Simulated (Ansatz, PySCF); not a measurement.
Species: dibromoborane, sum formula BHBr₂, charge 0, multiplicity 1. SMILES: BrBBr
Geometry: optimised at B3LYP-D3(BJ)/def2-TZVP (Ansatz, a program for electronic structure).

Property: atomisation energy (electronic, to ground-state atoms), in kcal/mol. Correlated levels leave the core frozen unless marked. UHF or UKS for open shells. Spin-orbit coupling is left out. The frozen core is the preceding noble-gas configuration, with the filled d and f shells of earlier blocks. Non-relativistic. The coupled-cluster limit lacks core correlation, which all-electron functionals hold. CBS marks a two-point X^-3 extrapolation of the correlation energy; Hartree-Fock from the larger set.

| level | program | atomisation energy (kcal/mol) | minus last row |
|---|---|---|---|
| BP86/def2-TZVPD | PySCF | 288.1 | 7.7 |
| M06-L-D4/def2-TZVPD | PySCF + dftd4 | 281.1 | 0.7 |
| PBE0/def2-TZVPD | Ansatz | 285.2 | 4.8 |
| TPSSh-D4/def2-TZVPD | PySCF + dftd4 | 286.5 | 6.1 |
| TPSSh/def2-TZVPD | PySCF | 283.8 | 3.4 |
| r2SCANh/def2-TZVPD | Ansatz | 286.7 | 6.3 |
| HSE06/def2-TZVPD | Ansatz | 285.6 | 5.2 |
| CAM-B3LYP-D4/def2-TZVPD | Ansatz + dftd4 | 279.7 | -0.7 |
| LC-wPBE-D3(BJ)/def2-TZVPD | Ansatz + dftd3 | 280.8 | 0.4 |
| MP2/aug-cc-pVQZ | Ansatz | 288.0 | 7.6 |
| CCSD/6-31G | Ansatz | 229.4 | -51.0 |
| CCSD/CBS(aug-cc-pVTZ,aug-cc-pVQZ) | Ansatz | 273.7 | -6.7 |
| CCSD(T)/cc-pVDZ | Ansatz | 260.0 | -20.4 |
| CCSD(T)/cc-pVTZ | Ansatz | 271.8 | -8.6 |
| CCSD(T)/CBS(aug-cc-pVTZ,aug-cc-pVQZ) | Ansatz | 280.4 | 0.0 |
